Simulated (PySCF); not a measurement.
Ge(H)3(SH), SMILES [SH][GeH3] (H4GeS), PBE0/def2-SVP optimised geometry.

```
6

Ge    -0.50    -0.34     0.00
S     -1.29    -1.24     1.88
H     -1.02    -1.10    -1.23
H     -1.04     1.10     0.00
H      1.04    -0.34     0.00
H     -0.73    -2.44     1.67
```

Density from PBE0/def2-TZVP run with PySCF at that geometry.

Minimum of the electron density along straight lines between bonded atoms, close to the bond critical point (lines longer than 1.1 times the sum of covalent radii, or with two minima, are not listed):

```json
[
 {"bond": "Ge1–S2", "length / Å": "2.231", "ρ at the minimum / e bohr⁻³": "?", "∇²ρ there / e bohr⁻⁵": "0.05", "position (fraction from the first atom)": "0.44"},
 {"bond": "Ge1–H3", "length / Å": "1.539", "ρ at the minimum / e bohr⁻³": "0.134", "∇²ρ there / e bohr⁻⁵": "0.05", "position (fraction from the first atom)": "0.59"},
 {"bond": "Ge1–H4", "length / Å": "1.535", "ρ at the minimum / e bohr⁻³": "0.135", "∇²ρ there / e bohr⁻⁵": "0.05", "position (fraction from the first atom)": "0.59"},
 {"bond": "Ge1–H5", "length / Å": "1.539", "ρ at the minimum / e bohr⁻³": "0.134", "∇²ρ there / e bohr⁻⁵": "0.05", "position (fraction from the first atom)": "0.59"},
 {"bond": "S2–H6", "length / Å": "1.351", "ρ at the minimum / e bohr⁻³": "?", "∇²ρ there / e bohr⁻⁵": "-0.59", "position (fraction from the first atom)": "0.64"}
]
```

### Question
What belongs in the gaps?

### Answer

- Ge1–S2, ρ at the minimum / e bohr⁻³: 0.101
- S2–H6, ρ at the minimum / e bohr⁻³: 0.210
